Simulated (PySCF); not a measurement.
Potential energy curve for SiS, singlet.

Methods: UHF/cc-pVTZ (PySCF); RHF/cc-pVTZ (PySCF); UKS-PBE0 = unrestricted PBE0/cc-pVTZ (PySCF 2.14.0); RKS-PBE0 = PySCF 2.14.0 with restricted PBE0/cc-pVTZ; UKS-r2SCAN = unrestricted r2SCAN/cc-pVTZ (PySCF 2.14.0); RKS-r2SCAN = restricted r2SCAN/cc-pVTZ (PySCF 2.14.0).

Scanned distances (Å): 1.44, 1.52, 1.65, 1.73, 1.84, 1.86, 1.93, 1.98, 2.03, 2.11, 2.28, 2.43, 2.57, 2.91, 3.24, 3.50, 3.94, 4.29, 4.72, 5.21, 5.88, 6.73, 7.81.

### Question
Where does the unrestricted solution first break spin symmetry (<S²> of 0.01 or more)?

### Answer
UHF: between 2.11 and 2.28 Å; UKS-PBE0: between 2.43 and 2.57 Å; UKS-r2SCAN: between 2.43 and 2.57 Å.

```
R / Å  <S²> UHF  E(RHF) − E(UHF) / kJ/mol  <S²> UKS-PBE0  E(RKS-PBE0) − E(UKS-PBE0) / kJ/mol  <S²> UKS-r2SCAN  E(RKS-r2SCAN) − E(UKS-r2SCAN) / kJ/mol
-----  --------  ------------------------  -------------  ----------------------------------  ---------------  --------------------------------------
1.44       0.00                       0.0           0.00                                 0.0             0.00                                     0.0
1.52       0.00                       0.0           0.00                                 0.0             0.00                                     0.0
1.65       0.00                       0.0           0.00                                 0.0             0.00                                     0.0
1.73       0.00                       0.0           0.00                                 0.0             0.00                                     0.0
1.84       0.00                       0.0           0.00                                 0.0             0.00                                     0.0
1.86       0.00                       0.0           0.00                                 0.0             0.00                                     0.0
1.93       0.00                       0.0           0.00                                 0.0             0.00                                     0.0
1.98       0.00                       0.0           0.00                                 0.0             0.00                                     0.0
2.03       0.00                       0.0           0.00                                 0.0             0.00                                     0.0
2.11       0.00                       0.0           0.00                                 0.0             0.00                                     0.0
2.28       0.70                      16.8           0.00                                 0.0             0.00                                     0.0
2.43       0.88                      58.2           0.00                                 0.0             0.00                                     0.0
2.57       0.96                     100.9           0.34                                 3.4             0.29                                     2.3
2.91       1.42                     196.0           0.94                                40.3             0.89                                    25.5
3.24       1.78                     265.9           1.22                                90.9             1.25                                    60.5
3.50       2.01                     303.3           1.49                               132.5             1.43                                    89.1
3.94       2.02                     343.6           1.76                               197.0             1.69                                   132.6
4.29       2.03                     360.8           1.86                               231.0             1.81                                   162.3
4.72       2.03                     372.1           1.94                               250.2             1.88                                   188.3
5.21       2.03                     378.1           1.98                               262.7             1.93                                   206.9
5.88       2.03                     381.3           2.01                               273.0             1.97                                   220.6
6.73       2.03                     382.7           2.01                               279.8             1.98                                   228.3
7.81       2.03                     383.3           2.01                               283.6             1.99                                       —
```

A dash means that the run gave no value there, or that the column was ended at a point which the program doubted or which failed a test of continuity chosen for this set; such a test can also cut sound points.
